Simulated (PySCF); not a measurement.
SnCl3I, SMILES [Cl][Sn]([Cl])([Cl])[I]. Coordinates come from a PBE0-D3(BJ)/def2-SVP optimisation. The structure was generated by enumeration; whether it is a known compound was not checked. The def2 effective core potentials stand for the cores of I, Sn; spin–orbit coupling is left out.

Computed equilibrium geometry at PBE0-D3(BJ)/def2-SVP (PySCF confirms it by a frequency run) as a Z-matrix, and its point group:
point group C3v.
```
Sn
Cl 1 2.3236
Cl 1 2.3236 2 108.06
Cl 1 2.3236 2 108.06 3 116.70
I 1 2.6491 2 110.85 3 -121.65
```
